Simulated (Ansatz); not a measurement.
`CC[SiH](O)O` → `O[SiH2]O` + ethylene  (β-hydride elimination)

Isolated molecules relaxed with PBE0-D4/def2-TZVP in Ansatz; ΔE leaves out vibrations. CCSD(T)/CBS adds triple-zeta CCSD(T) − MP2 to the extrapolated MP2 energy (def2 sets, frozen cores). This one scheme is used for every species. Functionals use def2-TZVPP. One conformer a species, not always the lowest.

CCSD(T)/CBS gives +1.51 eV.

Another level gave +1.43 eV. Which?
A. r2SCAN0-D4/def2-TZVPP
B. PBE/def2-TZVPP
C. BHLYP/def2-TZVPP
D. ωB97X-V/def2-TZVPP

C. BHLYP 1.43, PBE 1.51, ωB97X-V 1.64, r2SCAN0-D4 1.71 eV.

Largest T1 diagnostic among the species: 0.011.

In def2-TZVPP, CCSD(T) changes the Hartree–Fock value by +0.30 eV (the triples alone add +0.01 eV) and MP2 by +0.42 eV. Leaving LDA and LC-ωPBE aside and taking each functional with its dispersion term where it has one, the values, not all of them listed here, spread over 0.37 eV, from BLYP-D4 to PBE0-D4. LDA lies +0.45 eV from PBE without D4. The D4 term adds +0.17 eV with B3LYP and +0.09 eV with PBE0; it sums over pairs of atoms, weighted by their polarisabilities, and B3LYP, whose exchange is more repulsive, gets the larger term.

B3LYP here is the variant with VWN-RPA as its local correlation; programs differ in this.
